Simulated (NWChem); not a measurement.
Molecule: GeHBrCl₂; SMILES [Cl][GeH]([Cl])[Br]

```xyz
5

Ge     0.4653     0.4186     0.0000
Cl    -0.3487     1.3733    -1.7334
Cl    -0.3487     1.3733     1.7334
Br    -0.1636    -1.7774     0.0000
H      1.9872     0.5418     0.0000
```
Atoms are numbered in this order, from 1.

Geometry: optimised at PBE0/def2-SVP.

Spin-orbit effects, on the heavy nuclei and on their neighbours, are missing.

Give the principal values of the shielding tensors (ppm) of Ge1, Cl2, Br4 from KT2/pcSseg-1, GIAO (NWChem), with their diamagnetic and paramagnetic parts as GIAO splits them.


```tsv
atom	σ11	σ22	σ33	isotropic	diamagnetic	paramagnetic
Ge1	1083.7	1231.0	1246.8	1187.1	2762.1	-1574.9
Cl2	557.7	695.5	945.4	732.9	1149.9	-417.0
Br4	1754.1	2018.8	2739.8	2170.9	3127.5	-956.6
```
